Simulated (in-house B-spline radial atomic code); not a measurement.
Removing the outer electron along the 68-electron series: Yb²⁺ to W⁶⁺

All numbers come from an all-electron radial atomic-structure program (B-spline basis), all electrons, at the radial basis limit: mean fields, RPA and GW scalar-relativistic (one-electron X2C; non-relativistic for the lightest neutral atoms and singly charged ions), without spin-orbit coupling, Breit or QED terms, open shells spin-polarised at highest spin; Brueckner, CI + MBPT and self-energy runs four-component with Breit and QED terms. References are NIST's ionisation energies. They run between lowest fine-structure levels, which the runs without spin-orbit coupling average over.

Columns: (a) minus the highest LDA VWN5 level; (b) minus the highest PBE level; (c) minus the highest r2SCAN level; (d) minus the highest B3LYP (VWN-RPA) level; (e) minus the highest CAM-B3LYP level; (f) minus the highest LC-wPBE level. Each gives computed minus reference, in eV; a star marks a semi-empirical reference. Species are left out where the tabulated value is theory, is uncertain by more than 0.12 eV, or (13 ions, such as In⁴⁺, Te⁴⁺ and Bi⁴⁺) lies off its series for all methods alike, which flatters the means a little.

```csv
species,configuration,reference (eV),(a),(b),(c),(d),(e),(f)
Yb²⁺,[Xe] 4f14,25.05 ± 0.03*,-7.09,-7.43,-7.68,-5.14,-3.21,-2.34
Lu³⁺,[Xe] 4f14,45.25 ± 0.03*,-8.69,-9.06,-9.12,-6.34,-4.37,-3.73
Hf⁴⁺,[Xe] 4f14,68.37 ± 0.04*,-10.09,-10.49,-10.36,-7.40,-5.42,-5.00
Ta⁵⁺,[Xe] 4f14,94.01 ± 0.05*,-11.33,-11.74,-11.44,-8.34,-6.36,-6.16
W⁶⁺,[Xe] 4f14,122.01 ± 0.06*,-12.48,-12.90,-12.44,-9.21,-7.23,-7.25
```

Q: How do the methods rank over these species?

A: Mean absolute differences: minus the highest LC-wPBE level 4.90 eV; minus the highest CAM-B3LYP level 5.32 eV; minus the highest B3LYP (VWN-RPA) level 7.28 eV; minus the highest LDA VWN5 level 9.94 eV; minus the highest r2SCAN level 10.21 eV; minus the highest PBE level 10.32 eV. One-signed throughout: minus the highest LDA VWN5 level (too low), minus the highest PBE level (too low), minus the highest r2SCAN level (too low), minus the highest B3LYP (VWN-RPA) level (too low), minus the highest CAM-B3LYP level (too low), minus the highest LC-wPBE level (too low). Levels of semilocal functionals lie too high since their potentials lack the −1/r tail; exact exchange restores part of it.
